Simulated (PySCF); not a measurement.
# How methods differ on the ionisation energy of Os⁵²⁺

Os⁵²⁺ [Ar] 3d6 [3d3/2^4 3d5/2^2, M_J = 4] → Os⁵³⁺ [Ar] 3d5 [3d3/2^4 3d5/2^1, M_J = 5/2], as a difference of total energies. All numbers are calculated (PySCF 2.14, the two-component X2C-1e Hamiltonian, in an even-tempered Gaussian basis (15 s from 14 bohr⁻², ratio 2.8; 13 p from 18 bohr⁻², ratio 2.8; 8 d from 18 bohr⁻², ratio 2.8; 3 f from 63 bohr⁻², ratio 3)). Correlated levels: [Ne] frozen; the 78 highest virtual spinors dropped. "Screened" scales the spin-orbit matrix elements by Boettger's factors to mimic the two-electron term; Breit and QED terms are absent.

```json
{"method": "GHF (spin-free)", "ionisation energy (eV)": "4930.7"}
{"method": "GMP2 (spin-free)", "ionisation energy (eV)": "4931.7"}
{"method": "GHF (screened spin-orbit)", "ionisation energy (eV)": "4918.7"}
{"method": "GMP2 (screened spin-orbit)", "ionisation energy (eV)": "4918.4"}
```

Breit and QED terms and the two-electron picture change are absent.

The spin-free rows relax to the high-spin LS determinant and lack the spin-orbit shift.

The labels give the starting determinants; with spin-orbit coupling the two ends relaxed to ⟨J²⟩ = 20.01, ⟨L²⟩ = 12.99, ⟨S²⟩ = 2.87 and ⟨J²⟩ = 8.75, ⟨L²⟩ = 6.46, ⟨S²⟩ = 2.78.

For comparison: 4917 ± 4 eV (theoretical estimate listed by NIST; NIST Atomic Spectra Database, ionization energies).
